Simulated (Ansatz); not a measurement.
`NP(S)[SeH]`, charge 0, multiplicity 1.

Problem. Give a relaxed structure at PBE0-D4/def2-TZVP (Ansatz). (Estimate.)

Solution. Computed: 
Z-matrix (Å, degrees):
```
N
P 1 1.721
H 1 1.013 2 112.2
H 1 1.012 2 112.2 3 -125.4
S 2 2.124 1 94.2 3 -64.7
Se 2 2.282 1 94.7 3 -171.6
H 5 1.343 2 93.1 1 150.8
H 6 1.468 2 91.5 1 -144.5
```
